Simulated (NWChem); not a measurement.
All runs are NWChem calculations. System: CH2NO, charge 0, spin multiplicity 2, at a geometry optimised with UPBE0/def2-SVP. The structure started from a generated list of species. Its SCF solution wasn't tested for a lower state. Level: UBHandHLYP/def2-TZVP.

Input file:

```
start mol
memory heap 200 mb stack 900 mb global 1100 mb
geometry units angstroms nocenter noautoz
  N      0.708176     0.867254     0.000000
  C      0.285130    -0.359587     0.000000
  O     -0.956902    -0.538693     0.000000
  H     -0.007090     1.601747     0.000000
  H      0.994294    -1.205459     0.000000
  symmetry group Cs
end
basis spherical
  * library def2-tzvp
end
dft
  xc bhlyp
  odft
  mult 2
  semidirect memsize 60000000 filesize 0
  iterations 100
end
task dft energy
```

Output (cleaned and shortened):

```
             Northwest Computational Chemistry Package (NWChem) 7.3.0
             --------------------------------------------------------

                                NWChem Input Module
                                -------------------

 Scaling coordinates for geometry "geometry" by  1.889725989
 (inverse scale =  0.529177249)

 Turning off AUTOSYM since
 SYMMETRY directive was detected!

                             Geometry "geometry" -> ""
                             -------------------------

 Output coordinates in angstroms (scale by  1.889725989 to convert to a.u.)

  No.       Tag          Charge          X              Y              Z
 ---- ---------------- ---------- -------------- -------------- --------------
    1 N                    7.0000     0.70817600     0.86725400     0.00000000
    2 C                    6.0000     0.28513000    -0.35958700     0.00000000
    3 O                    8.0000    -0.95690200    -0.53869300     0.00000000
    4 H                    1.0000    -0.00709000     1.60174700     0.00000000
    5 H                    1.0000     0.99429400    -1.20545900     0.00000000

 Effective nuclear repulsion energy (a.u.)      64.8654582105

            Nuclear Dipole moment (a.u.)
            ----------------------------
        X                 Y               Z
 ---------------- ---------------- ----------------
     0.0000000000     0.0000000000     0.0000000000

      Symmetry information
      --------------------

 Group name             Cs
 Group number              2
 Group order               2
 No. of unique centers     5

      Symmetry unique atoms

     1    2    3    4    5


 Summary of "ao basis" -> "" (spherical)
 ------------------------------------------------------------------------------
       Tag                 Description            Shells   Functions and Types
 ---------------- ------------------------------  ------  ---------------------
 *                         def2-tzvp                  on all atoms

                                 NWChem DFT Module
                                 -----------------

 Summary of "ao basis" -> "ao basis" (spherical)
 ------------------------------------------------------------------------------
       Tag                 Description            Shells   Functions and Types
 ---------------- ------------------------------  ------  ---------------------
 N                         def2-tzvp                11       31   5s3p2d1f
 C                         def2-tzvp                11       31   5s3p2d1f
 O                         def2-tzvp                11       31   5s3p2d1f
 H                         def2-tzvp                 4        6   3s1p

 Summary of "ao basis" -> "ao basis" (spherical)
 ------------------------------------------------------------------------------
       Tag                 Description            Shells   Functions and Types
 ---------------- ------------------------------  ------  ---------------------
 N                         def2-tzvp                11       31   5s3p2d1f
 C                         def2-tzvp                11       31   5s3p2d1f
 O                         def2-tzvp                11       31   5s3p2d1f
 H                         def2-tzvp                 4        6   3s1p

      Symmetry analysis of basis
      --------------------------

        a'         73
        a"         32

            General Information
            -------------------
          SCF calculation type: DFT
          Wavefunction type:  spin polarized.
          No. of atoms     :     5
          No. of electrons :    23
           Alpha electrons :    12
            Beta electrons :    11
          Charge           :     0
          Spin multiplicity:     2
          Use of symmetry is: on ; symmetry adaption is: on
          Maximum number of iterations: 100
          AO basis - number of functions:   105
                     number of shells:    41
          Convergence on energy requested:  1.00D-06
          Convergence on density requested:  1.00D-05
          Convergence on gradient requested:  5.00D-04

              XC Information
              --------------
                        BHLYP Method XC Functional
                     Hartree-Fock (Exact) Exchange  0.500
                        Slater Exchange Functional  0.500 local
                    Becke 1988 Exchange Functional  0.500 non-local
              Lee-Yang-Parr Correlation Functional  1.000

             Grid Information
             ----------------
          Grid used for XC integration:  medium
          Radial quadrature: Mura-Knowles
          Angular quadrature: Lebedev.
          Tag              B.-S. Rad. Rad. Pts. Rad. Cut. Ang. Pts.
          ---              ---------- --------- --------- ---------
          N                   0.65       49           8.0       434
          C                   0.70       49           8.0       434
          O                   0.60       49           8.0       434
          H                   0.35       45          10.0       434
          Grid pruning is: on
          Number of quadrature shells:   237
          Spatial weights used:  Erf1

          Convergence Information
          -----------------------
          Convergence aids based upon iterative change in
          total energy or number of iterations.
          Levelshifting, if invoked, occurs when the
          HOMO/LUMO gap drops below (HL_TOL):  1.00D-02
          DIIS, if invoked, will attempt to extrapolate
          using up to (NFOCK): 10 stored Fock matrices.

                    Damping( 0%)  Levelshifting(0.5)       DIIS
[...]
  ----- ------------  ---------------      ----- ------------  ---------------
     8      0.349084  1 N  pz                11      0.306591  1 N  pz
    70     -0.267593  3 O  pz                14      0.236363  1 N  pz
    73     -0.227296  3 O  pz                76     -0.180203  3 O  pz
    39      0.141986  2 C  pz                42      0.132941  2 C  pz
    45      0.064863  2 C  pz                54     -0.031818  2 C  d  1

 Vector   13  Occ=0.000000D+00  E= 4.116250D-02  Symmetry=a"
              MO Center=  3.5D-01, -1.4D-01, -6.5D-14, r^2= 2.1D+00
   Bfn.  Coefficient  Atom+Function         Bfn.  Coefficient  Atom+Function
  ----- ------------  ---------------      ----- ------------  ---------------
    45      0.707602  2 C  pz                14     -0.525838  1 N  pz
    42      0.375572  2 C  pz                39      0.346968  2 C  pz
    76     -0.337241  3 O  pz                 8     -0.250644  1 N  pz
    70     -0.194438  3 O  pz                11     -0.190411  1 N  pz
    73     -0.147220  3 O  pz                52     -0.044297  2 C  d -1

 Vector   14  Occ=0.000000D+00  E= 8.420991D-02  Symmetry=a'
              MO Center=  1.3D-01,  8.6D-01, -6.5D-15, r^2= 6.0D+00
   Bfn.  Coefficient  Atom+Function         Bfn.  Coefficient  Atom+Function
  ----- ------------  ---------------      ----- ------------  ---------------
     5      1.853712  1 N  s                 96     -1.750968  4 H  s
    36     -1.648938  2 C  s                102      1.596499  5 H  s
    12     -0.426715  1 N  px                43     -0.397989  2 C  px
    35     -0.383160  2 C  s                 67      0.226577  3 O  s
     3      0.160188  1 N  s                 41     -0.127546  2 C  py

 Vector   15  Occ=0.000000D+00  E= 1.038513D-01  Symmetry=a'
              MO Center=  8.3D-01, -7.4D-01, -3.9D-14, r^2= 5.6D+00
   Bfn.  Coefficient  Atom+Function         Bfn.  Coefficient  Atom+Function
  ----- ------------  ---------------      ----- ------------  ---------------
   102      2.865845  5 H  s                  5     -1.619862  1 N  s
    44      1.384037  2 C  py                43     -1.139778  2 C  px
    96      0.867963  4 H  s                 67     -0.855588  3 O  s
    12      0.683885  1 N  px               101     -0.459556  5 H  s
    36     -0.400858  2 C  s                 75     -0.322456  3 O  py

                     DFT Final Beta Molecular Orbital Analysis
                     -----------------------------------------

 Vector    9  Occ=1.000000D+00  E=-5.235824D-01  Symmetry=a"
              MO Center= -3.9D-01, -3.2D-01, -5.3D-15, r^2= 1.2D+00
   Bfn.  Coefficient  Atom+Function         Bfn.  Coefficient  Atom+Function
  ----- ------------  ---------------      ----- ------------  ---------------
    70      0.353163  3 O  pz                73      0.299285  3 O  pz
    39      0.241748  2 C  pz                42      0.202160  2 C  pz
    76      0.166319  3 O  pz                 8      0.134535  1 N  pz
    11      0.118903  1 N  pz                45      0.069805  2 C  pz
    14      0.057891  1 N  pz

 Vector   10  Occ=1.000000D+00  E=-3.512304D-01  Symmetry=a'
              MO Center=  4.3D-01,  4.3D-01,  8.6D-14, r^2= 2.0D+00
   Bfn.  Coefficient  Atom+Function         Bfn.  Coefficient  Atom+Function
  ----- ------------  ---------------      ----- ------------  ---------------
     6      0.294505  1 N  px                 9      0.241566  1 N  px
     4      0.228234  1 N  s                  5      0.227152  1 N  s
    12      0.179452  1 N  px                69     -0.177431  3 O  py
   102     -0.157455  5 H  s                 72     -0.149896  3 O  py
     3      0.148268  1 N  s                 95     -0.143029  4 H  s

 Vector   11  Occ=1.000000D+00  E=-3.418528D-01  Symmetry=a"
              MO Center=  1.8D-01,  3.3D-01, -8.7D-14, r^2= 1.8D+00
   Bfn.  Coefficient  Atom+Function         Bfn.  Coefficient  Atom+Function
  ----- ------------  ---------------      ----- ------------  ---------------
     8      0.340250  1 N  pz                11      0.297717  1 N  pz
    70     -0.283229  3 O  pz                14      0.241269  1 N  pz
    73     -0.240590  3 O  pz                76     -0.199895  3 O  pz
    39      0.127343  2 C  pz                42      0.120960  2 C  pz
    45      0.059285  2 C  pz                54     -0.034872  2 C  d  1

 Vector   12  Occ=0.000000D+00  E=-1.271817D-01  Symmetry=a'
              MO Center= -3.1D-01, -1.7D-01,  2.1D-16, r^2= 2.2D+00
   Bfn.  Coefficient  Atom+Function         Bfn.  Coefficient  Atom+Function
  ----- ------------  ---------------      ----- ------------  ---------------
    69      0.371405  3 O  py                72      0.325244  3 O  py
    75      0.310057  3 O  py                 5     -0.289823  1 N  s
    44      0.257666  2 C  py                12      0.235695  1 N  px
     6      0.216987  1 N  px               102      0.205325  5 H  s
     9      0.190911  1 N  px                13      0.180438  1 N  py

 Vector   13  Occ=0.000000D+00  E= 4.452542D-02  Symmetry=a"
              MO Center=  3.3D-01, -1.3D-01,  7.6D-14, r^2= 2.1D+00
   Bfn.  Coefficient  Atom+Function         Bfn.  Coefficient  Atom+Function
  ----- ------------  ---------------      ----- ------------  ---------------
    45      0.701890  2 C  pz                14     -0.532616  1 N  pz
    42      0.378890  2 C  pz                76     -0.355675  3 O  pz
    39      0.344648  2 C  pz                 8     -0.250143  1 N  pz
    70     -0.200865  3 O  pz                11     -0.189119  1 N  pz
    73     -0.152178  3 O  pz                52     -0.044442  2 C  d -1

 Vector   14  Occ=0.000000D+00  E= 8.649592D-02  Symmetry=a'
              MO Center=  2.7D-01,  5.9D-01, -2.1D-14, r^2= 6.4D+00
   Bfn.  Coefficient  Atom+Function         Bfn.  Coefficient  Atom+Function
  ----- ------------  ---------------      ----- ------------  ---------------
   102      1.857475  5 H  s                  5      1.698445  1 N  s
    96     -1.690582  4 H  s                 36     -1.663585  2 C  s
    43     -0.498767  2 C  px                12     -0.372371  1 N  px
    35     -0.369051  2 C  s                 44      0.214831  2 C  py
   101     -0.149510  5 H  s                  3      0.147687  1 N  s

   alpha - beta orbital overlaps
   -----------------------------

   alpha      1      2      3      4      5      6      7      8      9     10
    beta      1      2      3      4      5      6      8      7      9     12
 overlap   1.000  1.000  1.000  0.995  0.996  0.995  0.859  0.943  0.998  0.644

   alpha     11     12     13     14     15     16     17     18     19     20
    beta     10     11     13     14     15     16     17     18     19     20
 overlap   0.719  0.998  1.000  0.996  0.992  0.993  0.994  1.000  0.995  0.994

   alpha     21     22     23     24     25     26     27     28     29     30
    beta     21     22     23     24     25     26     27     28     29     30
 overlap   0.997  1.000  0.996  0.986  0.979  1.000  0.992  0.956  0.929  0.962

   alpha     31     32     33     34     35     36     37     38     39     40
    beta     31     32     33     34     35     37     36     38     39     40
 overlap   1.000  0.999  1.000  0.998  0.999  0.999  1.000  0.999  0.970  0.985

   alpha     41     42     43     44     45     46     47     48     49     50
    beta     41     42     43     44     45     46     47     48     49     50
 overlap   0.967  0.984  0.999  0.994  0.997  0.992  0.998  0.999  0.998  0.995

   alpha     51     52     53     54     55     56     57     58     59     60
    beta     51     52     53     54     55     56     57     58     59     60
 overlap   0.998  0.994  1.000  0.998  0.999  1.000  0.997  0.998  1.000  0.963

   alpha     61     62     63     64     65     66     67     68     69     70
    beta     61     62     63     65     64     66     67     68     69     70
 overlap   0.956  0.985  1.000  0.992  1.000  0.987  0.992  1.000  0.988  1.000

   alpha     71     72     73     74     75     76     77     78     79     80
    beta     71     72     73     74     75     76     77     78     79     80
 overlap   0.990  1.000  1.000  0.999  0.994  0.994  1.000  1.000  1.000  1.000

   alpha     81     82     83     84     85     86     87     88     89     90
    beta     81     82     83     84     85     86     87     88     89     90
 overlap   1.000  0.997  0.997  0.999  0.979  0.994  0.969  0.986  0.988  0.994

   alpha     91     92     93     94     95     96     97     98     99    100
    beta     91     92     93     94     95     96     97     98     99    100
 overlap   0.995  0.999  0.994  0.993  1.000  0.995  1.000  0.966  0.965  1.000

   alpha    101    102    103    104    105
    beta    101    102    103    104    105
 overlap   0.994  0.994  1.000  1.000  1.000

     --------------------------
     Expectation value of S2:
     --------------------------
      <S2> =      0.7612 (Exact =     0.7500)

 center of mass
 --------------
 x =  -0.04175149 y =  -0.01664945 z =   0.00000000

 moments of inertia (a.u.)
 ------------------
          74.178418883659         -51.376623334190           0.000000000000
         -51.376623334190          84.345536003340           0.000000000000
           0.000000000000           0.000000000000         158.523954886999

     Multipole analysis of the density
     ---------------------------------

     L   x y z        total         alpha         beta         nuclear
     -   - - -        -----         -----         ----         -------
     0   0 0 0     -0.000000    -12.000000    -11.000000     23.000000

     1   1 0 0      0.041526      0.389677     -0.348151      0.000000
     1   0 1 0     -0.318007     -0.013894     -0.304113      0.000000
     1   0 0 1     -0.000000     -0.000000     -0.000000      0.000000

     2   2 0 0    -14.913067    -31.362001    -27.519259     43.968193
     2   1 1 0     -2.682144    -14.329766    -11.913829     23.561451
     2   1 0 1      0.000000      0.000000      0.000000      0.000000
     2   0 2 0    -10.728242    -28.770236    -26.171244     44.213238
     2   0 1 1     -0.000000     -0.000000     -0.000000      0.000000
     2   0 0 2    -13.417007     -6.810759     -6.606248      0.000000

 Task  times  cpu:        5.2s     wall:        5.2s

 Total times  cpu:        5.2s     wall:        5.2s
```
